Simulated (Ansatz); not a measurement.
Which is lower?

Two relaxed structures of LiInHCl, singlet (PBE0-D4/def2-TZVP; forces vanish, vibrations not checked).

A:

```json
{"atom": "Li1", "x (Å)": "0.9349", "y (Å)": "-0.2064", "z (Å)": "0.8372"}
{"atom": "In2", "x (Å)": "-1.2066", "y (Å)": "0.6665", "z (Å)": "-0.9993"}
{"atom": "Cl3", "x (Å)": "-0.0219", "y (Å)": "-1.6999", "z (Å)": "-0.3654"}
{"atom": "H4", "x (Å)": "0.1529", "y (Å)": "1.2570", "z (Å)": "0.3987"}
```

B:

```json
{"atom": "Li1", "x (Å)": "-1.4442", "y (Å)": "-0.2215", "z (Å)": "-1.4029"}
{"atom": "In2", "x (Å)": "0.1392", "y (Å)": "1.0011", "z (Å)": "0.3343"}
{"atom": "Cl3", "x (Å)": "-0.1431", "y (Å)": "-1.6216", "z (Å)": "-0.4637"}
{"atom": "H4", "x (Å)": "1.4481", "y (Å)": "0.8420", "z (Å)": "1.5323"}
```

Computed with Ansatz 0.2.0 (basis: def2-TZVPP); correlated methods freeze the cores. Filled d shells of the heavier atoms are correlated. Core potentials replace the inner electrons of the atoms past krypton. The outer core shell of Li, Na, Mg and K is correlated. The def2 sets are not built for correlating such inner shells, so the correlated values are less sure here. B3LYP uses VWN-RPA correlation.

Q: Which structure is lower at CCSD(T), and by how much? (An estimate is asked for; the value comes from the calculation.)

A: The calculation gives: A, by 0.620 eV (electronic energy, against the other). By their contacts, A is LiInHCl ([H]1[Li]2[Cl][In]12) and B is LiInHCl ([Li]1[Cl][InH]1).

All methods give the same order:

```tsv
method	E(B) − E(A) (eV)
PBE-D4	0.651
r2SCAN-D4	0.601
PBE0-D4	0.622
B3LYP-D4	0.710
wB97M-V	0.593
HF	0.595
MP2	0.649
CCSD	0.625
CCSD(T)	0.620
```

T1 diagnostic: at most 0.015.

Labels in which every atom is bracketed show which atoms are joined, not bond orders.

For scale, one of the runs: CCSD(T)/def2-TZVPP, 125 basis functions, launched by `ansatz run in.yaml --threads 2 --pin off --events-out ev --progress --plain --max-ram 4352MiB`. Time: 10 s of wall clock on 2 CPU threads of an Arm Neoverse V2; the host was shared. Peak host memory: 0.63 GiB.
